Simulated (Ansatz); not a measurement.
CH2GeO, SMILES `O=[CH][GeH]` (excited triplet; O–C–Ge–H torsion 180°) (charge 0, multiplicity 3). This triplet is an excited state, 0.93 eV above the relaxed singlet at the level frozen-core CCSD(T)/cc-pVTZ // PBE0-D3(BJ)/def2-TZVP (Ansatz, a program for electronic structure).

All values below come from Ansatz with B3LYP/cc-pVTZ // PBE0-D3(BJ)/def2-TZVP.

Ansatz 0.2 input:
```yaml
crystal:
  periodic: [false, false, false]
  atoms:
    - { symbol: O, position_ang: [-1.825953, -0.514676, 0.143114] }
    - { symbol: C, position_ang: [-0.732083, -0.076907, -0.015251] }
    - { symbol: Ge, position_ang: [1.086548, -0.723136, 0.492329] }
    - { symbol: H, position_ang: [-0.53077, 0.891656, -0.542609] }
    - { symbol: H, position_ang: [2.002258, 0.423064, -0.077584] }
basis:
  gaussian: { orbitals: cc-pVTZ }
hamiltonian:
  xc: b3lyp
magnetization:
  spin_polarized: true
  initial_magnetization: 2
```

Output:

```
Functional definition: B3LYP
865 factors; their error is unknown
mean field evaluation 1: about -59626.3583 eV, gradient 4.4e1 eV
mean field evaluation 2: about -59503.1749 eV, gradient 1.3e2 eV
mean field evaluation 4: about -59633.5568 eV, gradient 2.3e1 eV
mean field evaluation 8: about -59635.4583 eV, gradient 1.3e-1 eV
mean field evaluation 16: about -59635.6218 eV, gradient 2.8e-3 eV
mean field -59635.62175605 eV, -2191.5686770587 hartree, gradient 8.3e-5 eV, S^2 2.006230; 2 other end points of the search recorded, 0 dependent functions left out
reference -59635.62196446 eV, -2191.5686847175 hartree; 25, 23 occupied and 106, 108 virtual orbitals, 865 factors
Total energy: -59635.62196446 eV, -2191.5686847175 hartree
```
